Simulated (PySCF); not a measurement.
C2H5FNSi: g tensor and hyperfine couplings

Compound: C₂H₅FNSi (doublet state).
Z-matrix (Å and degrees, GFN2-xTB geometry), rows numbered from 1:
```
C 
C   1  1.3106
Si  2  1.9291  1  122.31
N   3  1.6528  2  103.03  1  -119.13
F   3  1.6245  2  103.67  1     8.81
H   1  1.0821  2  121.88  3  -177.58
H   1  1.0779  2  122.52  3     1.51
H   2  1.0759  1  123.72  3  -179.86
H   3  1.4517  2  106.77  1   118.07
H   4  1.0077  3  124.40  2   106.90
```

The hyperfine couplings belong to this conformer and change with its torsions.

Identity: `C=C[Si@@H]([NH])F` [radical].

The calculation used PySCF 2.14.0, UKS B3LYP, pcH-1 on C F H N Si, non-relativistic, mean-field spin-orbit, GIAO. One conformer (not necessarily the lowest) at the GFN2-xTB geometry, without solvent, vibrations or thermal averaging. Couplings are sensitive to structure, and on GFN2-xTB geometries they can be far from those on DFT ones. No stability test was run, so a lower SCF solution isn't excluded.

```json
{
  "g1, g2, g3": "2.00224, 2.00366, 2.00895",
  "g_iso": "2.00495",
  "Form of g": "rhombic: the two nearest values differ by 21 % of g3 − g1",
  "⟨S²⟩": "0.7545 (exact 0.7500)",
  "α and β electrons": "24, 23",
  "HOMO–LUMO gap, α and β orbitals": "7.36, 3.67 eV",
  "Basis functions": "185"
}
```

Hyperfine couplings atom by atom, in 10⁻⁴ cm⁻¹; T1 to T3 are the principal values of the dipolar part (1 × 10⁻⁴ cm⁻¹ = 2.998 MHz):

| atom | isotope | a_iso | of which spin–orbit | T1 | T2 | T3 | Mulliken spin population |
| --- | --- | --- | --- | --- | --- | --- | --- |
| C1 | 13C | 1.4 | 0.0 | -1.2 | -0.7 | 1.9 | 0.03 |
| C2 | 13C | 20.8 | 0.0 | -3.5 | -3.2 | 6.7 | 0.08 |
| Si3 | 29Si | 22.0 | 0.0 | -1.6 | -0.1 | 1.7 | -0.05 |
| N4 | 14N | 9.1 | 0.0 | -13.3 | -13.0 | 26.3 | 0.91 |
| F5 | 19F | -8.2 | 0.0 | -1.6 | 0.3 | 1.3 | 0.00 |
| H6 | 1H | 6.8 | 0.0 | -0.8 | -0.5 | 1.2 | 0.01 |
| H7 | 1H | 2.3 | 0.0 | -0.8 | -0.2 | 1.0 | 0.00 |
| H8 | 1H | 0.4 | 0.0 | -1.9 | 0.0 | 1.9 | 0.00 |
| H9 | 1H | 27.6 | 0.0 | -1.2 | -0.6 | 1.9 | 0.05 |
| H10 | 1H | -18.1 | 0.1 | -16.4 | -2.8 | 19.3 | -0.03 |

The largest Mulliken spin populations are on N4 (+0.91) and C2 (+0.08). N4 is the only atom above +0.15.

Under fast tumbling the dipolar parts average out, and these isotropic splittings remain (the largest six): 1 × 1H (H9, I = 1/2, 2 lines) with 2.95 mT, 1 × 1H (H10, I = 1/2, 2 lines) with 1.93 mT, 1 × 14N (N4, I = 1, 3 lines) with 0.97 mT, 1 × 19F (F5, I = 1/2, 2 lines) with 0.87 mT, 1 × 1H (H6, I = 1/2, 2 lines) with 0.72 mT and 1 × 1H (H7, I = 1/2, 2 lines) with 0.25 mT.

The 13C coupling of C2 (62.3 MHz) shows only in satellite lines or after enrichment, since that isotope makes up about 1.07 % of natural carbon.

The 29Si coupling of Si3 (65.9 MHz) shows only in satellite lines or after enrichment, since that isotope makes up about 4.7 % of natural silicon.

β density exceeds α density at some nuclei, such as Si3 (-0.0743), H10 (-0.0122) and F5 (-0.0058), spin density in bohr⁻³. In a single determinant that takes different orbitals for the two spins, that is spin polarisation.
